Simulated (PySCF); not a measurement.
SMILES O[Si](F)(F)[GeH3], PBE0/def2-SVP optimised geometry.

```
9

O     -1.17    -1.50     1.36
Si    -0.61    -0.78     0.00
F     -1.01     0.78     0.00
F      1.01    -0.78     0.00
Ge    -1.47    -1.89    -1.90
H     -0.91    -1.15     2.22
H     -1.05    -3.36    -1.87
H     -0.91    -1.22    -3.17
H     -3.00    -1.79    -1.90
```

Density from PBE0/def2-TZVP (PySCF) at that geometry.

Minimum of the electron density along straight lines between bonded atoms, close to the bond critical point (lines longer than 1.1 times the sum of covalent radii, or with two minima, are not listed):

```csv
bond,length / Å,ρ at the minimum / e bohr⁻³,∇²ρ there / e bohr⁻⁵,position (fraction from the first atom)
O1–Si2,1.639,0.143,0.84,0.59
Si2–F3,1.618,0.134,0.91,0.42
Si2–F4,1.618,0.134,0.90,0.42
Si2–Ge5,2.356,0.098,-0.14,0.52
O1–H6,0.963,0.351,-2.41,0.81
Ge5–H7,1.536,0.133,0.05,0.59
Ge5–H8,1.537,0.133,0.05,0.59
Ge5–H9,1.536,0.133,0.05,0.59
```
